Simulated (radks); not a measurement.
The numbers below are computed, except where a source is named.
Effect of the nuclear size on the chlorine ion Cl2+, [Ne] 3s2 3p3. Code: a radial shooting solver on a logarithmic mesh with Libxc functionals. Model: Dirac Kohn-Sham, LDA (Slater exchange, Perdew-Wang correlation), spin-unpolarised, spherical densities, finite nucleus; open shells are shared between the two j in proportion to 2j + 1; Fermi nuclear charge, rms radius 3.3654 fm. The rms radius is varied about that value; shifts are against it.

rms radius (fm)  total energy shift (eV)  density at nucleus (e/bohr^3)  1s1/2 shift (meV)  2s1/2 shift (meV)
2.7159                          -0.00487                           3584              -2.05             -0.148
3.0995                          -0.00212                           3575             -0.889             -0.064
3.3654                                 0                           3569              0.000              0.000
3.4933                           0.00108                           3567              0.453              0.033
3.9577                           0.00533                           3558               2.24              0.162

Slopes of the eigenvalues against <r^2> in GHz/fm^2, as finite differences over the two radii next to the reference (eigenvalue slopes, not the field-shift constants of lines): 1s1/2 125, 2s1/2 9.05.
